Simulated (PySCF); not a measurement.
## Computed properties of C₂H₆FGaO, SMILES C[O][Ga]([F])[CH3]

Ga(F)(Me)(OMe) (C2H6FGaO), SMILES [F][Ga]([O]C)[CH3]. Geometry optimised at B3LYP-D3(BJ)/def2-SVP. The structure was generated by enumeration; whether it is a known compound was not checked. The values are those of a single conformer. All values are computed for the isolated molecule unless a solvent is named; none is compared with measurement here.

**Structure.** The optimised structure has Cs symmetry. All 27 harmonic modes at B3LYP-D3(BJ)/def2-SVP (PySCF) are real, so it is a minimum. With heavy atoms numbered as in [Ga:1]([F:2])([CH3:3])[O:7][CH3:8], the shortest bond between them is O7–C8 at 1.405 Å and the longest Ga1–C3 at 1.957 Å.

**Vibrations.** The strongest infrared lines (harmonic, unscaled, degenerate partners summed) lie at 1132 cm⁻¹ (185 km/mol, O 43 %, C 38 %, H 18 %), 2965 cm⁻¹ (84 km/mol, H 97 %), 636 cm⁻¹ (76 km/mol, O 40 %, Ga 28 %, C 22 %, H 10 %). The softest mode is at 45 cm⁻¹ and the zero-point energy is 49.7 kcal/mol.

**Electronic structure.** CAM-B3LYP/def2-TZVP (PySCF) places the frontier levels at -9.48 and 0.46 eV, a gap of 9.94 eV, and gives a dipole moment of 3.75 D and a mean polarisability of 53.1 bohr³. PBE/def2-TZVP (PySCF) at the same geometry gives -6.47 and -1.35 eV, so its gap is 4.82 eV narrower. An orbital gap is neither the optical nor the fundamental gap.

**Excitations.** TDA-PBE0/def2-SVPD (PySCF) has S1 at 6.06 eV (205 nm, f = 0.011, weak); the most intense of the 10 singlets computed lies at 7.97 eV (f = 0.18). T1 (TDA) is at 5.72 eV, 0.34 eV under S1. TDA-PBE/def2-SVPD (PySCF) puts S1 at 5.12 eV. No vertical singlet excitation falls in the visible range (under 3.1 eV).

**NMR.** GIAO shifts at HF/pcSseg-1 (PySCF) (non-relativistic, atoms alike by connectivity averaged): ¹³C from -15.2 to 52.3 ppm against TMS; ¹H from 0.5 to 3.9 ppm against TMS; ¹⁹F at -156.0 ppm against CFCl3.
